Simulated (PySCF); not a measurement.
## LaI at PW91

Level: PW91. La x2c-TZVPall, I x2c-TZVPall; spin-free X2C with a Gaussian nucleus (PySCF 2.14).

```json
{
  "state": "triplet, about 0.0 electrons in the 4f shell (Mulliken)",
  "bond length": "2.926 Å",
  "harmonic wavenumber": "175 cm⁻¹",
  "force constant": "1.19 mdyn/Å",
  "rotational constant Be": "0.02968 cm⁻¹",
  "anharmonicity ωexe": "0.318 cm⁻¹",
  "vibration–rotation constant αe": "7.27e-05 cm⁻¹",
  "well depth De to La (5d1 6s2) + I": "394 kJ/mol",
  "dissociation energy D0": "393 kJ/mol",
  "bond order (Mayer)": "1.23",
  "dipole moment (positive dipole means La(−)I(+))": "-4.66 D"
}
```

Spin–orbit coupling is left out, which matters for elements this heavy, above all for dissociation energies. The state is the lowest single determinant that the PBE0 search found; with open d or f shells the true ground state can be another one.
